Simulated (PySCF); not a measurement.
# Structure elucidation problem

Molecular formula: C11H10. Simulated spectra:

¹H NMR (400 MHz, computed): δ 7.87 (d, 2H), 7.58 (m, 2H), 7.38 (t, 1H), 7.37 (d, 1H), 6.90 (m, 1H), 6.69 (m, 1H), 3.38 (m, 2H).

¹³C{¹H} NMR (computed): δ 154.7 (C), 141.1 (CH), 141.1 (CH), 140.2 (C), 134.3 (CH), 134.2 (CH), 131.9 (CH), 129.4 (CH), 44.4 (CH2).

All values are calculated (PySCF 2.14): NMR shieldings at PBE0/pcSseg-1/GIAO, GFN2-xTB geometry. One conformer, non-relativistic, no solvent, rapidly exchanging positions averaged.

Scale: ¹H (σ = 31.72 ppm), ¹³C (σ = 186.93 ppm) against TMS (reference shieldings calculated alike).

Q: Which of these isomers gave the spectra?
A. C1=CCC(c2ccccc2)=C1
B. C1=CCc2ccccc2C=C1
C. Cc1ccc2ccccc2c1

A: A. 

1. The formula gives 7 degrees of unsaturation (2 rings in the answer).
2. 9 carbon signals for 11 carbons: some carbons are equivalent by symmetry or fast rotation.
3. Carbon types of the structure: 2 × C, 8 × CH, 1 × CH2, which accounts for all hydrogens.
4. δC 154.7: fully substituted alkene carbon; an sp2 carbon of a C=C bond.
5. δC 141.1, 141.1, 134.3: alkene CH; an sp2 carbon of a C=C bond.
6. δC 140.2: substituted aromatic carbon.
7. δC 134.2, 131.9, 129.4: aromatic CH; the aromatic region.
8. δH 7.37, 6.90, 6.69: hydrogen on an alkene CH; olefinic region.

The others: Cc1ccc2ccccc2c1 would give 11 carbon signals, not 9; C1=CCc2ccccc2C=C1 would give 11 carbon signals, not 9.

Shifts are as computed. Against solution values, carbons near 30 ppm lie about +3 ppm off and those near 130 ppm about +5 ppm. Of 1211 compounds with measured shifts, 218 miss one by over three times the rms of a fit or turn the order of signals round; such compounds aren't used in these exercises. Multiplicities follow the n + 1 count of equivalent neighbours, as no J values were calculated; m marks all less simple cases, F and P coupling included.
